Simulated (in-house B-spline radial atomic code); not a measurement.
Values are calculated unless marked as measured or tabulated.
Ghost states of the separable form: Ni

Ni, [Ar] 3d8 4s2, non-relativistic LDA (VWN5), spherical and spin-unpolarised, from a B-spline radial code for spherical atoms (atomic units; all potentials screened as in the neutral atom).

Troullier-Martins channels: 4s (ε = -0.2108, r_c = 2.581 bohr), 3d (ε = -0.3487, r_c = 2.141 bohr). In the Kleinman-Bylander form one channel serves as the local potential, and each other channel l becomes |δV u><u δV|/<u|δV|u>, with δV = V_l − V_local and u the pseudo-orbital. Its strength is E_KB = <u|δV²|u>/<u|δV|u>. By the analysis of Gonze, Stumpf and Scheffler a spurious state lies below the reference level ε if E_KB > 0 and ε is above the second level of the local potential alone, or if E_KB < 0 and ε is above its first. The table's levels are those of angular momentum l in a sphere of 9 bohr, whose wall can lift a shallow ε a little above its free-atom value.

| local | channel | <u δV u> | <u δV² u> | ε | first local level | second local level |
| --- | --- | --- | --- | --- | --- | --- |
| s | d | -5.5335 | 48.991 | -0.3487 | 0.1044 | 0.3423 |
| d | s | 0.22344 | 2.0431 | -0.2105 | -7.8178 | -0.6888 |

Q: Apply the rule to each row.

A: Local s, channel d: E_KB = -8.85, so ε = -0.3487 is set against 0.1044: no ghost. Local d, channel s: E_KB = +9.14, so ε = -0.2105 is set against -0.6888: a ghost.

Diagonalising the separable Hamiltonian gives:

```
local  channel       three lowest levels  all-electron, two lowest valence levels
    s        d   -0.3487, 0.1157, 0.3803                          -0.3487, 0.1141
    d        s  -2.5929, -0.2105, 0.0848                          -0.2105, 0.0847
```

Q: Which choices of local channel are safe?

A: Free of ghosts: s. With d local the s channel has a ghost 2.38 hartree below ε, since the local potential binds more than one state below ε, and a repulsive term of rank one raises each level at most to the next, so it clears only one of them. Among the safe choices the second level, which tests transfer, is off by at most 1.6 millihartree (s local).
